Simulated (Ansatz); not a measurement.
Consider the formal exchange of groups at the Si–C bond: `C=C(F)[SiH2]O` + `C[SiH](O)Cl` → `O[SiH2]C[SiH](O)Cl` + `C=CF`.

Isolated molecules relaxed with PBE0-D4/def2-TZVP in Ansatz; ΔE leaves out vibrations. CCSD(T)/CBS adds triple-zeta CCSD(T) − MP2 to the extrapolated MP2 energy (def2 sets, frozen cores). DFT in def2-TZVPP. One conformer a species, not always the lowest.

`C=C(F)[SiH2]O`:

Z-matrix (Å, degrees):
```
Si
O 1 1.644
C 1 1.878 2 109.9
H 1 1.480 2 106.7 3 -119.4
H 1 1.487 2 112.2 3 119.7
H 2 0.958 1 117.7 3 -75.1
F 3 1.355 1 113.9 2 172.9
C 3 1.323 1 126.7 2 -6.8
H 8 1.082 3 119.1 1 -1.2
H 8 1.084 3 122.0 1 179.6
```

`C[SiH](O)Cl`:

Cartesian coordinates in Å:
```
C -0.799 0.817 -0.328
Si 0.261 -0.681 -0.077
O 0.774 -0.859 1.467
Cl 1.888 -0.510 -1.339
H -1.140 0.873 -1.365
H -1.675 0.773 0.324
H -0.245 1.732 -0.105
H -0.435 -1.941 -0.406
H 1.371 -0.203 1.830
```

`O[SiH2]C[SiH](O)Cl`:

Cartesian coordinates in Å:
```
O 0.135 -0.508 -1.790
Si -1.158 -0.569 -0.741
C -0.416 -0.434 0.957
Si 0.975 0.798 1.071
O 2.156 0.436 0.009
Cl 0.158 2.657 0.685
H -0.048 -0.515 -2.731
H -1.890 -1.852 -0.925
H -2.098 0.548 -1.019
H -0.023 -1.412 1.257
H -1.205 -0.163 1.666
H 1.595 0.876 2.408
H 1.820 0.139 -0.847
```

`C=CF`:

Cartesian coordinates in Å:
```
C 0.349 -0.516 -0.321
C -0.311 0.486 0.219
F -0.614 0.523 1.520
H 0.678 -1.362 0.269
H 0.568 -0.495 -1.380
H -0.671 1.363 -0.307
```

```tsv
species	ωB97X-V energy (Eh)
`C=C(F)[SiH2]O`	-543.78627
`C[SiH](O)Cl`	-866.07395
`O[SiH2]C[SiH](O)Cl`	-1232.02922
`C=CF`	-177.84100
```

Task: Work out ΔE.

Result: ΔE = (-1232.02922) + (-177.84100) − (-543.78627) − (-866.07395) = -0.01000 Eh = -6.3 kcal/mol. CCSD(T)/CBS gives -6.6 kcal/mol.

Largest T1 diagnostic among the species: 0.012.

The D4 term adds −2.2 kcal/mol with B3LYP and −1.2 kcal/mol with PBE0; it sums over pairs of atoms, weighted by their polarisabilities, and B3LYP, whose exchange is more repulsive, gets the larger term. In def2-TZVPP, CCSD(T) changes the Hartree–Fock value by −2.8 kcal/mol (the triples alone add −0.3 kcal/mol) and MP2 by −3.3 kcal/mol. From PBE to PBE0 (25 % exact exchange), in def2-TZVPP and without D4, ΔE moves by −0.8 kcal/mol.

B3LYP here is the variant with VWN-RPA as its local correlation; programs differ in this.
